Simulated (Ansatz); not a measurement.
Cost and result for the atomization energy of GeH8N2SSi, SMILES `N[SiH2][S][GeH2][NH2]` (13 atoms, 12 bonds).

```json
{"atom": "N1", "x (Å)": "-0.070", "y (Å)": "1.640", "z (Å)": "-0.674"}
{"atom": "Si2", "x (Å)": "1.321", "y (Å)": "0.632", "z (Å)": "-0.820"}
{"atom": "S3", "x (Å)": "0.721", "y (Å)": "-1.342", "z (Å)": "-1.302"}
{"atom": "Ge4", "x (Å)": "-0.985", "y (Å)": "-1.512", "z (Å)": "0.161"}
{"atom": "N5", "x (Å)": "-0.703", "y (Å)": "-0.716", "z (Å)": "1.782"}
{"atom": "H6", "x (Å)": "0.029", "y (Å)": "2.533", "z (Å)": "-0.215"}
{"atom": "H7", "x (Å)": "-0.708", "y (Å)": "1.710", "z (Å)": "-1.453"}
{"atom": "H8", "x (Å)": "2.010", "y (Å)": "0.742", "z (Å)": "0.492"}
{"atom": "H9", "x (Å)": "2.292", "y (Å)": "0.992", "z (Å)": "-1.890"}
{"atom": "H10", "x (Å)": "-1.149", "y (Å)": "-3.022", "z (Å)": "0.380"}
{"atom": "H11", "x (Å)": "-2.230", "y (Å)": "-0.870", "z (Å)": "-0.462"}
{"atom": "H12", "x (Å)": "-0.618", "y (Å)": "0.289", "z (Å)": "1.706"}
{"atom": "H13", "x (Å)": "0.089", "y (Å)": "-1.077", "z (Å)": "2.295"}
```

The species carries charge 0 and has multiplicity 1. Correlated methods include outer-core shells of Ge, which these sets cover unevenly. Scalar relativity is left out up to krypton. All single points use the PBE0-D4/def2-TZVP geometry. It is one conformer, not always the lowest. Program: Ansatz. All runs use 2 threads of an AMD EPYC 7R13 on a shared host and a share of an NVIDIA H100 80 GB. Times are those of one run each, without the atoms' runs, and a repeat can differ threefold. Electronic energies, without spin–orbit coupling; frozen cores. CCSD(T)/CBS adds CCSD(T) − MP2 in def2-TZVPP to the MP2 limit, and its time is that of the two runs behind it. T1 = 0.011. With those shells the extrapolation isn't a true limit. B3LYP takes the VWN-RPA correlation (the form of Gaussian; ORCA's B3LYP/G).

CCSD(T)/CBS is a level of theory with its own doubt, some kJ/mol a heavy atom from the limit and from the frozen cores, so smaller differences don't rank the functionals.

| level | functions | wall time |
| --- | --- | --- |
| PBE0-D4/def2-TZVPP | 306 | 2.4 s |
| r2SCAN-D4/def2-TZVPP (with forces) | 306 | 2.8 s |
| PBE-D4/def2-TZVPP (with forces) | 306 | 4 s |
| B2PLYP/def2-TZVPP | 306 | 4.1 s |
| B3LYP-D4/def2-TZVPP (with forces) | 306 | 4.2 s |
| ωB97M-V/def2-TZVPP (with forces) | 306 | 4.3 s |
| MP2/def2-QZVPP | 583 | 5.5 s |
| ωB97X-V/def2-TZVPP | 306 | 6 s |
| CCSD(T)/def2-TZVPP | 306 | 7 s |
| CCSD(T)/CBS(def2) | – | 13 s |

What atomization energy does each give, and how far from CCSD(T)/CBS? (An estimate is asked.)

The calculation gave: 
```tsv
level	atomization (kcal/mol)	difference from CCSD(T)/CBS	per bond
PBE0-D4/def2-TZVPP	978.7	-10.6	-0.9
r2SCAN-D4/def2-TZVPP (with forces)	983.1	-6.2	-0.5
PBE-D4/def2-TZVPP (with forces)	993.1	3.8	0.3
B2PLYP/def2-TZVPP	971.0	-18.3	-1.5
B3LYP-D4/def2-TZVPP (with forces)	985.7	-3.6	-0.3
ωB97M-V/def2-TZVPP (with forces)	989.4	0.1	0.0
MP2/def2-QZVPP	981.6	-7.7	-0.6
ωB97X-V/def2-TZVPP	995.4	6.1	0.5
CCSD(T)/def2-TZVPP	958.6	-30.7	-2.6
CCSD(T)/CBS(def2)	989.3	0.0	0.0
```

From PBE to PBE0 (25 % exact exchange), in def2-TZVPP and without D4, the atomization energy moves by −13.2 kcal/mol: exact exchange takes away binding that semilocal exchange gives to molecules. The D4 term adds +14.0 kcal/mol with B3LYP and +7.5 kcal/mol with PBE0; it sums over pairs of atoms, weighted by their polarisabilities, and B3LYP, whose exchange is more repulsive, gets the larger term. In def2-TZVPP, CCSD(T) changes the Hartree–Fock value by +277.5 kcal/mol (the triples alone add +15.2 kcal/mol) and MP2 by +282.4 kcal/mol; breaking electron pairs costs correlation energy, which Hartree–Fock lacks.
